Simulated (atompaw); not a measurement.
# Building the PAW (atompaw) potential for Be (PBE, scalar-relativistic).

| Property | Result |
| --- | --- |
| Element | Be (Z = 4) |
| Generator | atompaw 4.2.0.5 |
| Type | PAW |
| Functional | PBE |
| Relativity | scalar-relativistic |
| Frozen core | [He] |
| Valence charge | 2 |
| Reference configuration | 2s2 2p0 |
| Partial waves | 2s (bound): rc 1.90 bohr; 2s channel at 0.5 Ry: rc 1.90 bohr; 2p (bound, empty): rc 3.00 bohr; 2p channel at 2.4 Ry: rc 3.00 bohr; 3d channel at -0.1 Ry: rc 3.00 bohr; 3d channel at 1 Ry: rc 3.00 bohr |
| Local potential | troulliermartins scheme with l = 3 at 1 Ry, radius 2.50 bohr |
| Core correction | smooth core density matched at 2.30 bohr |
| Augmentation charge | sinc compensation charge, radius 2.45 bohr; PAW radius 3.00 bohr; waves and projectors: custom polynom2 7 10 vanderbiltortho |

Calculated quality:

```json
{
 "Cutoffs needed": "8 Ry and 12 Ry (the cutoffs (Ry, on a coarse ladder) from which the occupation-weighted sum of valence levels, in a spherical-Bessel basis at the reference potential, stays within 10 and 1 mRy of its value at 400 Ry)",
 "Ghost test": "no extra level below or beside the all-electron valence levels (s, p, d, f tested) (spherical-Bessel basis up to 400 Ry, 20 bohr box)",
 "Lowest eigenvalue of the overlap operator": "0.38 (s channel)",
 "Overlap eigenvalues printed by atompaw (projector basis)": "0.0984, 0.758, 0.802, 382, 1.52e+03, 2.29e+05",
 "Share of each valence orbital outside the PAW sphere": "2s 30 %, 2p 47 %"
}
```

Generation and tests took about 1 s on one core of a shared server CPU.
